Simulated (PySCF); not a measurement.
## HBr: script and output

The script input.py:

```python
from pyscf import gto, scf, cc

mol = gto.M(
    atom='H 0 0 0; Br 0 0 1.435',
    basis='6-31g',
    charge=0,
    spin=0,
    symmetry=True,
    verbose=4,
)
mf = scf.RHF(mol)
mf = mf.sfx2c1e()
mf.kernel()
mycc = cc.CCSD(mf)
mycc.kernel()
e = mycc.eeccsd(nroots=6)[0]
print('roots (eV) =', (e*27.211386).round(3))
mf.dip_moment()
print('orbital energies (hartree):', mf.mo_energy[..., max(0, mol.nelec[1]-3):mol.nelec[0]+3].round(4))
```

```bash
$ OMP_NUM_THREADS=1 python input.py
```

The log (some set-up lines and the per-cycle HOMO/LUMO lines with their warnings removed):

```
PySCF version 2.14.0

[INPUT] Symbol           X                Y                Z      unit          X                Y                Z       unit  Magmom
[INPUT]  1 H      0.000000000000   0.000000000000   0.000000000000 AA    0.000000000000   0.000000000000   0.000000000000 Bohr   0.0
[INPUT]  2 Br     0.000000000000   0.000000000000   1.435000000000 AA    0.000000000000   0.000000000000   2.711756988751 Bohr   0.0

nuclear repulsion = 12.9067612419512
point group symmetry = Coov
symmetry origin: [0.         0.         2.63643041]
symmetry axis x: [1. 0. 0.]
symmetry axis y: [0. 1. 0.]
symmetry axis z: [0. 0. 1.]
num. orbitals of irrep A1 = 13
num. orbitals of irrep E1x = 6
num. orbitals of irrep E1y = 6
num. orbitals of irrep E2x = 2
num. orbitals of irrep E2y = 2
number of shells = 13
number of NR pGTOs = 94
number of NR cGTOs = 29
basis = 6-31g
ecp = {}

******** <class 'pyscf.x2c.sfx2c1e.sfX2C1eSymAdaptedRHF'> ********
method = sfX2C1eSymAdaptedRHF
initial guess = minao
damping factor = 0
level_shift factor = 0
DIIS = <class 'pyscf.scf.diis.CDIIS'>
SCF conv_tol = 1e-09
SCF max_cycles = 50

******** <class 'pyscf.x2c.sfx2c1e.SpinFreeX2CHelper'> ********
approx = 1e
xuncontract = 1
Freeze 0 electrons in irreps []
    36 free electrons in irreps A1 E1x E1y E2x E2y
Initial guess from minao.
init E= -2596.07974694372
cycle= 1 E= -2597.28727211486  delta_E= -1.21  |g|= 0.295  |ddm|= 1.07
cycle= 2 E= -2597.30772588731  delta_E= -0.0205  |g|= 0.123  |ddm|= 0.473
cycle= 3 E= -2597.30908451943  delta_E= -0.00136  |g|= 0.014  |ddm|= 0.0939
cycle= 4 E= -2597.30914960464  delta_E= -6.51e-05  |g|= 0.00262  |ddm|= 0.031
cycle= 5 E= -2597.30915406553  delta_E= -4.46e-06  |g|= 0.000454  |ddm|= 0.00919
cycle= 6 E= -2597.30915417086  delta_E= -1.05e-07  |g|= 7.27e-05  |ddm|= 0.0012
cycle= 7 E= -2597.30915417347  delta_E= -2.61e-09  |g|= 9.86e-06  |ddm|= 0.000169
cycle= 8 E= -2597.30915417353  delta_E= -6.59e-11  |g|= 3.69e-07  |ddm|= 4.59e-05
Extra cycle  E= -2597.30915417353  delta_E= -9.09e-13  |g|= 8.95e-08  |ddm|= 1.09e-06
converged SCF energy = -2597.30915417353

******** <class 'pyscf.cc.ccsd.CCSD'> ********
CC2 = 0
CCSD nocc = 18, nmo = 29
max_cycle = 50
direct = 0
conv_tol = 1e-07
conv_tol_normt = 1e-05
Init t2, MP2 energy = -2597.50486813287  E_corr(MP2) -0.19571395933113
Init E_corr(CCSD) = -0.195713959331135
cycle = 1  E_corr(CCSD) = -0.190539783238502  dE = 0.00517417609  norm(t1,t2) = 0.0318208
cycle = 2  E_corr(CCSD) = -0.194601196911495  dE = -0.00406141367  norm(t1,t2) = 0.010948
cycle = 3  E_corr(CCSD) = -0.195203045304913  dE = -0.000601848393  norm(t1,t2) = 0.00439608
cycle = 4  E_corr(CCSD) = -0.195461331291167  dE = -0.000258285986  norm(t1,t2) = 0.00059994
cycle = 5  E_corr(CCSD) = -0.195442300648019  dE = 1.90306431e-05  norm(t1,t2) = 0.000152528
cycle = 6  E_corr(CCSD) = -0.195441722318352  dE = 5.78329667e-07  norm(t1,t2) = 1.92717e-05
cycle = 7  E_corr(CCSD) = -0.195441895201102  dE = -1.7288275e-07  norm(t1,t2) = 3.28784e-06
cycle = 8  E_corr(CCSD) = -0.195441812011883  dE = 8.31892184e-08  norm(t1,t2) = 6.4363e-07
CCSD converged
E(CCSD) = -2597.504595985547  E_corr = -0.1954418120118834

******** <class 'pyscf.cc.eom_rccsd.EOMEESinglet'> ********
max_space = 20
max_cycle = 50
conv_tol = 1e-07
partition = None
EOM-CCSD root 0 E = 0.2607880523169198  qpwt = 0.947445  conv = True

******** <class 'pyscf.cc.eom_rccsd.EOMEETriplet'> ********
max_space = 20
max_cycle = 50
conv_tol = 1e-07
partition = None
EOM-CCSD root 0 E = 0.2396167249813135  qpwt = 0.959038  conv = True

******** <class 'pyscf.cc.eom_rccsd.EOMEESpinFlip'> ********
max_space = 20
max_cycle = 50
conv_tol = 1e-07
partition = None
EOM-CCSD root 0 E = 0.2396167289687624  qpwt = 0.959039  conv = True
EOM-CCSD root 1 E = 0.2396167289822429  qpwt = 0.959039  conv = True
roots (eV) = [6.52  6.52  6.52  6.52  6.52  7.096]
Dipole moment(X, Y, Z, Debye):  0.00000, -0.00000, -1.41149
orbital energies (hartree): [-0.576  -0.4354 -0.4354  0.1327  0.3915  0.4497]
```

In short: E(SCF) = -2597.309154 Eh, 8 cycles, E(CCSD) − E(SCF) = -0.19544 Eh, μz(SCF) = -1.41 D, excitation roots 6.520, 6.520, 6.520, 6.520, 6.520, 7.096 eV.

It ran on Arm Neoverse V2 (1 thread, shared host) in 2.8 s.

This basis is contracted without relativity, so it recovers only part of the relativistic shift. Stability towards an unrestricted solution was not tested. The bond length is a typed value, not an optimised one.
